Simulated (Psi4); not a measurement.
F2Sn, charge -1, doublet, geometry from GFN2-xTB (such geometries of metal compounds can be far from the true shape) (a state made from the parent by changing its charge; the spin is typed, not shown lowest) (all electrons, no relativity) (a gas-phase anion, which may not be bound at this level), atoms displaced at random by about 0.02 Å a coordinate; B3LYP/STO-3G (Psi4).

The Psi4 input:
```
memory 2 GB

molecule mol {
-1 2
Sn    0.033443    0.029942    0.330885
F     0.894215    1.675552   -0.906182
F    -0.932642   -1.664780   -0.939090
}

set {
  basis sto-3g
  reference uks
  scf_type pk
  g_convergence nwchem_loose
}

optimize('b3lyp')
print_variables()
```

It wrote (shortened):

```
gradient() will perform analytic gradient computation.

   => Loading Basis Set <=

    Name: STO-3G
    Role: ORBITAL
    Keyword: BASIS

         ---------------------------------------------------------
                                   SCF
               by Justin Turney, Rob Parrish, Andy Simmonett
                          and Daniel G. A. Smith
                              UKS Reference
         ---------------------------------------------------------

  ==> Geometry <==

    Molecular point group: cs
    Full point group: Cs

    Geometry (in Angstrom), charge = -1, multiplicity = 2:

       Center              X                  Y                   Z               Mass
    ------------   -----------------  -----------------  -----------------  -----------------
         SN          -0.011262595801    -0.301760948402     0.000000000000   119.902201630000
         F           -1.868089568398     0.935772511513     0.000000000000    18.998403162730
         F            1.939169754506     0.968692920107     0.000000000000    18.998403162730

  Running in cs symmetry.

  Rotational constants: A =      0.37220  B =      0.12229  C =      0.09205 [cm^-1]
  Rotational constants: A =  11158.21742  B =   3666.25256  C =   2759.54845 [MHz]
  Nuclear repulsion =  220.276041761172337

  Charge       = -1
  Multiplicity = 2
  Electrons    = 69
  Nalpha       = 35
  Nbeta        = 34

  ==> Algorithm <==

  SCF Algorithm Type is PK.
  DIIS enabled.
  MOM disabled.
  Fractional occupation disabled.
  Guess Type is SAD.
  Energy threshold   = 1.00e-08
  Density threshold  = 1.00e-08
  Integral threshold = 1.00e-12

  ==> Primary Basis <==

  Basis Set: STO-3G
    Blend: STO-3G
    Number of shells: 17
    Number of basis functions: 37
    Number of Cartesian functions: 39
    Spherical Harmonics?: true
    Max angular momentum: 2

  ==> DFT Potential <==

   => LibXC <=

    Version 7.1.2
    S. Lehtola, C. Steigemann, M. J. T. Oliveira, and M. A. L. Marques,  SoftwareX 7, 1–5 (2018) (10.1016/j.softx.2017.11.002)

   => Composite Functional: B3LYP <=

    B3LYP Hyb-GGA Exchange-Correlation Functional

    P. J. Stephens, F. J. Devlin, C. F. Chabalowski, and M. J. Frisch,  J. Phys. Chem. 98, 11623 (1994) (10.1021/j100096a001)

    Deriv               =              1
    GGA                 =           TRUE
    Meta                =          FALSE

    Exchange Hybrid     =           TRUE
    MP2 Hybrid          =          FALSE

   => Exchange Functionals <=

    0.0800   Slater exchange
    0.7200         Becke 88

   => Exact (HF) Exchange <=

    0.2000               HF

   => Correlation Functionals <=

    0.1900   Vosko, Wilk & Nusair (VWN5_RPA)
    0.8100   Lee, Yang & Parr

   => LibXC Density Thresholds  <==

    XC_HYB_GGA_XC_B3LYP:  1.00E-15

   => Molecular Quadrature <=

    Radial Scheme          =       TREUTLER
    Pruning Scheme         =           NONE
    Nuclear Scheme         =       TREUTLER

    Blocking Scheme        =         OCTREE
    BS radius alpha        =              1
    Pruning alpha          =              1
    Radial Points          =             75
    Spherical Points       =            302
    Total Points           =          63013
    Total Blocks           =            536
    Max Points             =            256
    Max Functions          =             35
    Weights Tolerance      =       1.00E-15

  ==> Integral Setup <==

  Using in-core PK algorithm.
   Calculation information:
      Number of atoms:                   3
      Number of AO shells:              17
      Number of primitives:             51
      Number of atomic orbitals:        39
      Number of basis functions:        37

      Integral cutoff                 1.00e-12
      Number of threads:                 1

  Performing in-core PK
  Using 494912 doubles for integral storage.
  We computed 9360 shell quartets total.
  Whereas there are 11781 unique shell quartets.

  ==> DiskJK: Disk-Based J/K Matrices <==

[...]
  @UKS Final Energy: -6161.89412185994843
    Total Energy =                      -6161.8941218599475178
  @UKS Final Energy: -6161.91166344679277
    Total Energy =                      -6161.9116634467918630
  @UKS Final Energy: -6161.91379836973192
    Total Energy =                      -6161.9137983697319214
  @UKS Final Energy: -6161.91391830318662
    Total Energy =                      -6161.9139183031866196
  @UKS Final Energy: -6161.91403705880202
    Total Energy =                      -6161.9140370588020232
  @UKS Final Energy: -6161.91407291386713
    Total Energy =                      -6161.9140729138671304
  @UKS Final Energy: -6161.91408447826780
    Total Energy =                      -6161.9140844782668864
[...]

    Blocking Scheme        =         OCTREE
    BS radius alpha        =              1
    Pruning alpha          =              1
    Radial Points          =             75
    Spherical Points       =            302
    Total Points           =          62893
    Total Blocks           =            530
    Max Points             =            256
    Max Functions          =             35
    Weights Tolerance      =       1.00E-15

  -Total Gradient:
     Atom            X                  Y                   Z
    ------   -----------------  -----------------  -----------------
       1        0.000278782632     0.000141635551     0.000000000000
       2       -0.000128696200    -0.000147567627     0.000000000000
       3       -0.000101649044    -0.000482272811     0.000000000000

    			-----------------------------------------

    			 OPTKING 3.0: for geometry optimizations

    			     By R.A. King, Bethel University

    			        with contributions from

    			    A.V. Copan, J. Cayton, A. Heide

    			-----------------------------------------

	                            ===> Fragment 1 <==

	 Z (Atomic Numbers)          Masses                          Geom
	      50.000000            119.902202         0.00062966 -0.65453875  0.00000000
	       9.000000            18.998403         -2.54233392  2.06461288  0.00000000
	       9.000000            18.998403          2.53836001  2.06629416  0.00000000

	 - Coordinate -           - BOHR/RAD -       - ANG/DEG -
	 R(1,2)           =         3.722962           1.970107
	 R(1,3)           =         3.720619           1.968867
	 B(2,1,3)         =         1.502521          86.088092

	        --- Internal Coordinate Step in ANG or DEG, aJ/ANG or AJ/DEG ---
	-------------------------------------------------------------------------------
	           Coordinate      Previous         Force          Change          New
	           ----------      --------        ------          ------        ------
	               R(1,2)       1.97011       -0.00083       -0.00045       1.96966
	               R(1,3)       1.96887        0.00251        0.00087       1.96974
	             B(2,1,3)      86.08809       -0.00003       -0.11081      85.97728
	-------------------------------------------------------------------------------

	                                 ==> Convergence Check <==

	Measures of convergence in internal coordinates in au.

	Criteria marked as inactive (o), active & met (*), and active & unmet ( ).

	----------------------------------------------------------------------------------------------
	   Step    Total Energy     Delta E     Max Force     RMS Force      Max Disp      RMS Disp
	----------------------------------------------------------------------------------------------
	  Convergence Criteria              o    4.50e-03 *    3.00e-03 *    5.40e-03 *    3.60e-03 *
	----------------------------------------------------------------------------------------------
	     8   -6161.91408448   -1.16e-05 o    4.23e-04 *    3.06e-04 *    1.93e-03 *    1.55e-03 *  ~
	----------------------------------------------------------------------------------------------

Next Geometry in Ang
	Fragment 1 (Ang)

	   Sn  -0.0001317362  -0.3473369819   0.0000000000
	    F  -1.3438646938   1.0927820845   0.0000000000
	    F   1.3422267341   1.0941697723   0.0000000000

    Final optimized geometry and variables:
    Molecular point group: cs
    Full point group: Cs

    Geometry (in Angstrom), charge = -1, multiplicity = 2:

    SN           0.000333202485    -0.346366991007     0.000000000000
    F           -1.345345169899     1.092546084605     0.000000000000
    F            1.343242271503     1.093435781235     0.000000000000

  Variable Map:
  ----------------------------------------------------------------------------
[...]
  Array Variable Map:
  ----------------------------------------------------------------------------
[...]
Optimizer: Optimization complete!
```
